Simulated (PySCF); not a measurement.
Predicted microwave data (CAM-B3LYP/def2-SVPD in PySCF (dipole) on a GFN2-xTB geometry, gas phase) for one isomer of C4H8FOP:

* Rotational constants: A = 3507, B = 1079, C = 982.0 MHz
* Dipole components: |μa| = 0.59 D, |μb| = 1.63 D, |μc| = 0.03 D
* Inertial defect: -97.87 u·Å²
* κ: -0.92

Problem. Which candidate fits, each taken in the one conformer that was computed?
A. `[OH:1][CH2:2][CH2:3][CH2:4]/[P:5]=[CH:6]\[F:7]` with H–O1–C2–C3 59°, O1–C2–C3–C4 179°, C2–C3–C4–P5 64°, C3–C4–P5–C6 -122°
B. `[CH3:1][O:2][CH2:3]/[P:4]=[C:5](\[CH3:6])[F:7]` with C1–O2–C3–P4 -69°, O2–C3–P4–C5 -62°
C. `[CH3:1][C@@H:2]1[C@H:3]([F:4])[CH2:5][P@H:6]1=[O:7]` with C1–C2–C3–F4 -30°, C2–C3–C5–P6 19°, C3–C5–P6–O7 -137°, C1–C2–P6–C5 138°

Solution. A. It is OCCC/P=C\F, a near-prolate asymmetric top, point group C1. The candidates at the same level (rigid rotor, commonest isotopes):

| SMILES | A (MHz) | B (MHz) | C (MHz) | μa (D) | μb (D) | μc (D) | Δ (u·Å²) | point group | rotor |
| --- | --- | --- | --- | --- | --- | --- | --- | --- | --- |
| OCCC/P=C\F | 3507 | 1079 | 982.0 | 0.59 | 1.63 | 0.03 | -97.87 | C1 | near-prolate asymmetric top |
| COC/P=C(\C)F | 3638 | 1335 | 1169 | 1.72 | 0.97 | 0.50 | -85.23 | C1 | asymmetric top |
| C[C@@H]1[C@H](F)C[P@H]1=O | 3434 | 1858 | 1388 | 3.06 | 0.35 | 0.74 | -54.95 | C1 | asymmetric top |

`C[C@@H]1[C@H](F)C[P@H]1=O` has B 72 % too high; `COC/P=C(\C)F` has B 24 % too high. No structure here is proved a minimum.
